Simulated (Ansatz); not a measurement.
Reaction (ligand exchange at the Al–C bond): `N[CH2][Al]([OH])[SH]` + CH₃OH → `C[O][Al]([OH])[SH]` + CH₃NH₂

Program: Ansatz. Geometries: PBE0-D4/def2-TZVP. ΔE: electronic, gas phase. CCSD(T)/CBS is the MP2 limit (def2-TZVPP, def2-QZVPP) plus CCSD(T) − MP2 in def2-TZVPP, frozen cores. This one scheme is used for every species. DFT in def2-TZVPP. Each species was taken in one conformer, which may not be the lowest.

(1) Is it downhill or uphill in electronic energy at CCSD(T)/CBS, and by how much? (An estimate is asked.)

(2) What do these levels give: ωB97X-V, PBE0, r2SCANh, CAM-B3LYP, SCS-MP2/def2-TZVPP, HF/CBS(def2)? (An estimate is asked.)

Largest T1 diagnostic among the species: 0.012.

## Answers

(1) The calculation gave: Downhill: ΔE = -148.6 kJ/mol.

(2) Ansatz gave: ωB97X-V -147.8, PBE0 -139.8, r2SCANh -149.1, CAM-B3LYP -154.4, SCS-MP2/def2-TZVPP -156.3, HF/CBS(def2) -172.0 kJ/mol.

From BLYP to BHLYP (50 % exact exchange), in def2-TZVPP and without D4, ΔE moves by −14.2 kJ/mol. Leaving LDA and LC-ωPBE aside and taking each functional with its dispersion term where it has one, the values, not all of them listed here, spread over 26.3 kJ/mol, from BHLYP-D4 to PBE-D4.
